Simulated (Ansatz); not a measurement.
C₂H₈Cl₂Si₂, singlet, geometry from GFN2-xTB, atoms displaced at random by about 0.03 Å a coordinate; HF/STO-3G, gradient (Ansatz, an electronic-structure program).

Ansatz was given this input:
Ansatz 0.2 input:
```yaml
crystal:
  periodic: [false, false, false]
  atoms:
    - {symbol: Si, position_ang: [-3.48461730, -0.73884250, 0.24343832]}
    - {symbol: C, position_ang: [-1.60137841, -0.90785331, 0.38908798]}
    - {symbol: C, position_ang: [-0.82930262, 0.37909108, 0.27448114]}
    - {symbol: Si, position_ang: [1.10568305, 0.10256888, 0.39385671]}
    - {symbol: Cl, position_ang: [1.66977996, -1.07872697, -1.09264937]}
    - {symbol: Cl, position_ang: [2.00515581, 1.90247884, 0.12677380]}
    - {symbol: H, position_ang: [-3.82329765, -0.11924797, -1.07250483]}
    - {symbol: H, position_ang: [-3.91254392, 0.21863627, 1.31356895]}
    - {symbol: H, position_ang: [-4.12309493, -1.95217850, 0.40556092]}
    - {symbol: H, position_ang: [-1.26159173, -1.60981448, -0.37645407]}
    - {symbol: H, position_ang: [-1.37509272, -1.33180059, 1.36277009]}
    - {symbol: H, position_ang: [-1.04072692, 0.87200006, -0.71048109]}
    - {symbol: H, position_ang: [-1.14506391, 1.03414314, 1.01489887]}
    - {symbol: H, position_ang: [1.44046317, -0.37854310, 1.64525407]}
basis:
  gaussian:
    orbitals: STO-3G
hamiltonian:
  xc: hf
output: {forces: true}
```

What the program printed (banner, timings and long lists left out):

```
Functional definition: HF
644 factors; integrals over basis functions are off by at most 3.7e-5 eV
mean field evaluation 1: about -42446.5296 eV, gradient 2.1e1 eV
mean field evaluation 2: about -42446.6942 eV, gradient 2.1e1 eV
mean field evaluation 4: about -42448.8454 eV, gradient 9.5e-1 eV
mean field evaluation 8: about -42448.8503 eV, gradient 2.4e-5 eV
mean field -42448.85032613 eV, -1559.9664766210 hartree, gradient 2.8e-5 eV, S^2 0.000000; 0 other end points of the search recorded, 0 dependent functions left out
the calculation of the forces begins
reference -42448.85032613 eV, -1559.9664766210 hartree; 41, 41 occupied and 13, 13 virtual orbitals, 644 factors
Total energy: -42448.85032613 eV, -1559.9664766210 hartree
Atom 0 at    -3.484617    -0.738842     0.243438 Å, force     0.407680     3.789468    -0.222890 eV/Å
Atom 1 at    -1.601378    -0.907853     0.389088 Å, force    -1.175009    -1.614336    -0.115366 eV/Å
Atom 2 at    -0.829303     0.379091     0.274481 Å, force     2.679544     0.012047    -3.424072 eV/Å
Atom 3 at     1.105683     0.102569     0.393857 Å, force    -4.448328     1.801669     1.059715 eV/Å
Atom 4 at     1.669780    -1.078727    -1.092649 Å, force     0.978733    -2.057611    -2.098796 eV/Å
Atom 5 at     2.005156     1.902479     0.126774 Å, force     0.822947     1.427636    -0.071502 eV/Å
Atom 6 at    -3.823298    -0.119248    -1.072505 Å, force     0.370366    -0.931400     1.604026 eV/Å
Atom 7 at    -3.912544     0.218636     1.313569 Å, force     0.403185    -1.359994    -1.382706 eV/Å
Atom 8 at    -4.123095    -1.952179     0.405561 Å, force    -0.565684    -1.217295     0.112024 eV/Å
Atom 9 at    -1.261592    -1.609814    -0.376454 Å, force    -0.010345     0.075817     0.393072 eV/Å
Atom 10 at    -1.375093    -1.331801     1.362770 Å, force    -0.059935    -0.363978    -0.114952 eV/Å
Atom 11 at    -1.040727     0.872000    -0.710481 Å, force     0.346448    -0.591259     1.333781 eV/Å
Atom 12 at    -1.145064     1.034143     1.014899 Å, force    -0.417056     1.738632     1.824403 eV/Å
Atom 13 at     1.440463    -0.378543     1.645254 Å, force     0.667453    -0.709395     1.103263 eV/Å
Dipole moment:    -0.487381    -0.278348     0.436817 e Å
```
